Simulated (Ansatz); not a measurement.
`C[S][Ga]([Cl])[Cl]` + HBr → `[Cl][Ga]([Cl])[Br]` + CH₃SH  (ligand exchange at a Ga–S bond)

Computed with Ansatz on PBE0-D4/def2-TZVP structures; ΔE is electronic, products minus reactants. CBS: MP2 limit from def2 TZ/QZ plus the TZ coupled-cluster correction, frozen cores. This one scheme is used for every species. Functionals use def2-TZVPP. B3LYP here is the variant with VWN-RPA as its local correlation; programs differ in this. HSE06 is defined as in plane-wave codes. For Br, Ga outer-core shells are correlated without core-valence functions, which leaves a few kJ/mol of doubt a bond. Scalar relativity is left out up to krypton. Each species was taken in one conformer, which may not be the lowest.

`C[S][Ga]([Cl])[Cl]`:

Z-matrix (Å, degrees):
```
C
S 1 1.820
H 1 1.090 2 105.7
H 1 1.088 2 111.3 3 -118.5
H 1 1.088 2 111.3 3 118.4
Ga 2 2.168 1 101.2 3 -180.0
Cl 6 2.133 2 120.8 1 0.0
Cl 6 2.123 2 121.4 1 -180.0
```

HBr:

Z-matrix (Å, degrees):
```
Br
H 1 1.420
```

`[Cl][Ga]([Cl])[Br]`:

Cartesian coordinates in Å:
```
Cl -2.115 0.187 0.161
Ga -0.015 0.015 -0.020
Cl 0.959 0.930 -1.658
Br 1.171 -1.132 1.517
```

CH₃SH:

Z-matrix (Å, degrees):
```
C
S 1 1.806
H 1 1.089 2 111.5
H 1 1.089 2 111.5 3 -123.8
H 1 1.090 2 106.2 3 118.1
H 2 1.342 1 97.1 3 61.9
```

```tsv
level	ΔE (kJ/mol)	difference from CCSD(T)/CBS
LDA (SPW92)	-19.8	6.9
PBE-D4	-22.9	3.8
revPBE-D4	-21.6	5.1
BLYP-D4	-22.7	4.0
B97M-V	-27.6	-0.9
PBE0-D4	-27.9	-1.2
B3LYP-D4	-27.3	-0.6
r2SCANh-D4	-28.8	-2.1
r2SCAN0-D4	-30.9	-4.2
HSE06-D4	-28.2	-1.5
BHLYP-D4	-33.7	-7.0
CAM-B3LYP-D4	-29.9	-3.2
ωB97X-V	-31.9	-5.2
ωB97M-V	-30.8	-4.1
B2PLYP	-32.3	-5.6
PBE-QIDH	-32.4	-5.7
PBE	-27.1	-0.4
revPBE	-30.0	-3.3
BLYP	-30.9	-4.2
r2SCAN	-28.6	-1.9
PBE0	-31.7	-5.0
B3LYP	-33.9	-7.2
r2SCANh	-30.2	-3.5
r2SCAN0	-32.5	-5.8
HSE06	-31.8	-5.1
BHLYP	-39.0	-12.3
CAM-B3LYP	-33.9	-7.2
RPA@PBE/def2-TZVPP	-28.4	-1.7
MP2/def2-SVP	-32.0	-5.3
CCSD(T)/def2-SVP	-31.1	-4.4
HF/def2-TZVPP	-49.5	-22.8
MP2/def2-TZVPP	-28.5	-1.8
SCS-MP2/def2-TZVPP	-31.7	-5.0
CCSD/def2-TZVPP	-32.6	-5.9
CCSD(T)/def2-TZVPP	-29.3	-2.6
HF/def2-QZVPP	-49.6	-22.9
SCS-MP2/def2-QZVPP	-30.4	-3.7
HF/CBS(def2)	-49.6	-22.9
MP2/CBS(def2)	-26.0	0.7
CCSD/CBS(def2)	-30.1	-3.4
CCSD(T)/CBS	-26.7	0
```

Largest T1 diagnostic among the species: 0.011.

The D4 term adds +6.6 kJ/mol with B3LYP and +3.8 kJ/mol with PBE0; it sums over pairs of atoms, weighted by their polarisabilities, and B3LYP, whose exchange is more repulsive, gets the larger term. From PBE to PBE0 (25 % exact exchange), in def2-TZVPP and without D4, ΔE moves by −4.6 kJ/mol.
